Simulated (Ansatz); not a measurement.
ClFH$_{3}$N$_{2}$Ta (`[NH]=[Ta]([NH2])([F])[Cl]`). Total charge 0; spin multiplicity 1. Ta: def2 effective core potential.

Cartesian coordinates in Å:
```
N -0.539 0.856 1.366
Ta -0.612 -0.120 -0.093
N 1.274 -0.391 -0.548
F -1.446 -1.780 0.238
Cl -1.708 1.015 -1.794
H -0.615 1.387 2.217
H 2.067 -0.026 -0.044
H 1.578 -0.940 -1.342
```

List the harmonic frequencies (cm⁻¹, unscaled) at PBE0-D4/def2-TZVP in Ansatz. (An estimate is asked.)

Computed: 132, 149, 177, 210, 244, 383, 424, 504, 527, 586, 626, 664, 707, 1013, 1551, 3567, 3678, 3684.

Is this a minimum?

Yes, all 18 modes are real.

Give the ideal-gas thermochemistry at 298.15 K and 1 bar (rigid rotor, harmonic oscillator; point group C1, symmetry number 1).

Zero-point energy 112.6 kJ/mol; H(298) − E = 134.6 kJ/mol; entropy 364.5 J/(mol·K), of which translation 178.5, rotation 116.7, vibration 69.3; G(298) − E = 25.9 kJ/mol.

And at 400, 500, 600, 800 and 1000 K?


```json
{"T (K)": "400", "H − E (kJ/mol)": "146.7", "S (J/mol/K)": "399.5", "G − E (kJ/mol)": "-13.1"}
{"T (K)": "500", "H − E (kJ/mol)": "159.7", "S (J/mol/K)": "428.5", "G − E (kJ/mol)": "-54.5"}
{"T (K)": "600", "H − E (kJ/mol)": "173.4", "S (J/mol/K)": "453.5", "G − E (kJ/mol)": "-98.7"}
{"T (K)": "800", "H − E (kJ/mol)": "202.3", "S (J/mol/K)": "494.9", "G − E (kJ/mol)": "-193.7"}
{"T (K)": "1000", "H − E (kJ/mol)": "232.5", "S (J/mol/K)": "528.6", "G − E (kJ/mol)": "-296.1"}
```
